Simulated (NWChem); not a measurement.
A series in which one site is exchanged, each optimised at PBE0/def2-SVP with NWChem, gas phase unless a solvent is named. All stand in one matching conformer (torsions within 35°), which need not be the lowest. This build's default masses of Se (78.918 u) and Br (79.917 u) are each other's, which moves their modes by up to 0.6 %. For some, no frequency run checked for a minimum. def2 effective core potentials on I; no spin-orbit coupling.

A: [OH][Al]([Cl])[Br] (AlHOBrCl; site = Br)
B: [Al]([Cl])([I])[OH] (AlHOICl; site = I)
C: [OH][Al]([F])[Cl] (AlHOClF; site = F)
D: [Cl][Al]([OH])[Cl] (AlHOCl$_{2}$; site = Cl)

Values for A:

```
Property                                                  Result
--------------------------------------------------------  ------
orbital gap (eV), PBE0/def2-SVP                             7.80
static polarisability, CAM-B3LYP/def2-SVPD (bohr³)          60.9
lowest singlet excitation, CAM-B3LYP/def2-SVPD, TDA (eV)    6.44
```

### Question
How do these values change for the other members?

### Answer
| change from A | B | C | D |
|---|---|---|---|
| orbital gap (eV), PBE0/def2-SVP | -0.89 | +0.72 | +0.50 |
| static polarisability, CAM-B3LYP/def2-SVPD (bohr³) | +14.0 | -22.1 | -7.9 |
| lowest singlet excitation, CAM-B3LYP/def2-SVPD, TDA (eV) | -0.85 | +0.70 | +0.52 |
